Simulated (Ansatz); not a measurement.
Wavefunction ladder for C3H8SSi (`C=C([SiH3])SC`)

Cartesian coordinates in Å:
```
C 0.857 1.922 -0.627
C 0.470 0.711 -0.213
Si -0.551 -0.365 -1.352
S 1.051 0.110 1.330
C -0.173 -1.127 1.782
H 0.592 2.283 -1.615
H 1.458 2.581 -0.007
H -0.707 0.359 -2.639
H -1.898 -0.635 -0.782
H 0.117 -1.673 -1.581
H -1.159 -0.685 1.923
H -0.222 -1.937 1.052
H 0.166 -1.543 2.731
```

The species carries charge 0 and has multiplicity 1. All single points use the PBE0-D4/def2-TZVP geometry. It is one conformer, not always the lowest. Frozen core, restricted reference, Ansatz 0.2.0. CBS rows extrapolate triple and quadruple zeta; past MP2 they add the triple-zeta difference.

| basis | HF (Eh) | MP2 corr. |
| --- | --- | --- |
| def2-TZVPP | -804.76080 | -0.80704 |
| def2-QZVPP | -804.78662 | -0.86375 |

Q: Estimate the CCSD correlation energy and the (T) correction in each basis where they were run (hartree).

A: 
```csv
basis,CCSD corr.,(T)
def2-TZVPP,-0.86774,-0.03955
CBS(def2),-0.96645,as TZ
```
